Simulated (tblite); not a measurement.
Compound: C7H7OS (charge +1).
SMILES with atom numbers: `[CH:1]#[C:2][c:3]1[c:4]([S@@:5]([CH3:6])=[O:7])[c+:8]1[CH3:9]` (hydrogens: H10 on C1; H11, H12, H13 on C6; H14, H15, H16 on C9)

Structure optimised with GFN2-xTB, isolated species.

Question: Give the optimised bond lengths and angles.

Answer: 
```json
{"bond": "C1≡C2", "length (Å)": "1.208"}
{"bond": "C2–C3", "length (Å)": "1.364"}
{"bond": "C3–C4", "length (Å)": "1.405"}
{"bond": "C4–S5", "length (Å)": "1.819"}
{"bond": "S5–C6", "length (Å)": "1.848"}
{"bond": "S5=O7", "length (Å)": "1.438"}
{"bond": "C4–C8", "length (Å)": "1.393"}
{"bond": "C8–C9", "length (Å)": "1.435"}
{"bond": "C3–C8", "length (Å)": "1.396"}
{"bond": "C1–H10", "length (Å)": "1.054"}
{"bond": "C6–H11, C6–H12, C6–H13", "length (Å)": "1.085"}
{"bond": "C9–H14, C9–H15, C9–H16", "length (Å)": "1.092"}
```

Bonds in one row agree within 0.01 Å and their mean is given. A selection of angles:
```json
{"angle": "C2–C1–H10", "degrees": "179.7"}
{"angle": "C1–C2–C3", "degrees": "179.8"}
{"angle": "C2–C3–C4", "degrees": "149.4"}
{"angle": "C2–C3–C8", "degrees": "150.9"}
{"angle": "C4–C3–C8", "degrees": "59.7"}
{"angle": "C3–C4–S5", "degrees": "150.8"}
{"angle": "C3–C4–C8", "degrees": "59.9"}
{"angle": "S5–C4–C8", "degrees": "145.4"}
{"angle": "C4–S5–C6", "degrees": "92.1"}
{"angle": "C4–S5–O7", "degrees": "105.0"}
{"angle": "C6–S5–O7", "degrees": "107.5"}
{"angle": "S5–C6–H11", "degrees": "110.2"}
{"angle": "S5–C6–H12", "degrees": "105.9"}
{"angle": "H11–C6–H12", "degrees": "109.2"}
{"angle": "H11–C6–H13", "degrees": "111.8"}
{"angle": "C4–C8–C9", "degrees": "149.7"}
{"angle": "C3–C8–C4", "degrees": "60.5"}
{"angle": "C3–C8–C9", "degrees": "149.8"}
{"angle": "C8–C9–H14", "degrees": "111.7"}
{"angle": "C8–C9–H16", "degrees": "108.2"}
{"angle": "H14–C9–H15", "degrees": "111.3"}
{"angle": "H14–C9–H16", "degrees": "107.3"}
```

Torsions: C3–C4–S5–C6 91° (anticlinal).

C8 (unsaturated ring carbon) is planar (angles 149.8°, 149.7° and 60.5°, sum 360.0°, 0.00 Å off the plane of its three neighbours). C3 (unsaturated ring carbon) has angles 150.9°, 149.4° and 59.7°, sum 360.0°, 0.00 Å off the plane of its three neighbours. The C–C distances run from 1.208 Å (C1≡C2, drawn triple) to 1.435 Å (C8–C9, drawn single), a spread of 0.227 Å. The 2 C–S bonds span 1.819 Å (C4–S5, drawn single) to 1.848 Å (S5–C6, drawn single), a spread of 0.029 Å. The 3-membered ring C3–C4–C8 has internal angles of 59.7° to 60.5°. S5 (sulfinyl sulfur) is pyramidal (angles 107.5°, 105.0° and 92.1°, sum 304.5°, 0.74 Å off the plane of its three neighbours). C4 (unsaturated ring carbon) has angles 150.8°, 145.4° and 59.9°, sum 356.0°, 0.15 Å off the plane of its three neighbours.

Point group: C1 (no symmetry element, even within 0.4 Å). GFN2-xTB frequencies show an imaginary mode (46i cm⁻¹), so the point is no minimum at that level. 2 starts were optimised and ended at 0.00 and 0.50 kcal/mol (GFN2-xTB); the lowest of these is shown.

One conformer stands for the species.

The numbers are calculated, not measured.
